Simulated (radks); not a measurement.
Question: The copper ion Cu10+ is in [Ar] 3d1. All-electron calculation, scalar-relativistic Kohn-Sham, r2SCAN, spin-polarised, spherical densities, finite nucleus; meta-GGA in the generalised Kohn-Sham scheme; Fermi nuclear charge, rms radius of each element as measured or else 0.836 A^(1/3) + 0.57 fm. Program: a radial shooting solver on a logarithmic mesh with Libxc functionals. Open shells are filled with parallel spins first. One electron is removed from 2p, 3p, 3s, 3d in turn, with full relaxation. Which removal costs least, and what does each cost?

Answer: 3d 264.54 eV; 3p 333.08 eV; 3s 379.56 eV; 2p 1251.0 eV. The 3d electron leaves first.
